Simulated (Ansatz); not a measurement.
Program: Ansatz. Geometries: PBE0-D4/def2-TZVP. ΔE: electronic, gas phase. CBS: MP2 limit from def2 TZ/QZ plus the TZ coupled-cluster correction, frozen cores. DFT in def2-TZVPP. B3LYP here is the variant with VWN-RPA as its local correlation; programs differ in this. For Br outer-core shells are correlated without core-valence functions, which leaves a few kJ/mol of doubt a bond. Scalar relativity is left out up to krypton. Each species was taken in one conformer, which may not be the lowest.

Consider the cleavage of the Si–Si bond: `C[SiH2][SiH2]Br` + `[BH2][AlH][OH]` → `[BH2][AlH][O][SiH2]C` + `[SiH3]Br`.

Task: Is it downhill or uphill in electronic energy at CCSD(T)/CBS, and by how much? (Best estimate.)

Result: Computed: Downhill: ΔE = -110.6 kJ/mol.

Task: What do these levels give: r2SCAN-D4, B3LYP-D4, ωB97X-V, B3LYP, SCS-MP2/def2-TZVPP, CCSD/CBS(def2)? (Estimate.)

Result: Computed: r2SCAN-D4 -106.4, B3LYP-D4 -110.7, ωB97X-V -109.3, B3LYP -115.1, SCS-MP2/def2-TZVPP -122.9, CCSD/CBS(def2) -115.0 kJ/mol.

Largest T1 diagnostic among the species: 0.012.

From PBE to PBE0 (25 % exact exchange), in def2-TZVPP and without D4, ΔE moves by −9.3 kJ/mol. The D4 term adds +4.4 kJ/mol with B3LYP and +2.4 kJ/mol with PBE0; it sums over pairs of atoms, weighted by their polarisabilities, and B3LYP, whose exchange is more repulsive, gets the larger term. In def2-TZVPP, CCSD(T) changes the Hartree–Fock value by +31.2 kJ/mol (the triples alone add +4.5 kJ/mol) and MP2 by +26.5 kJ/mol.
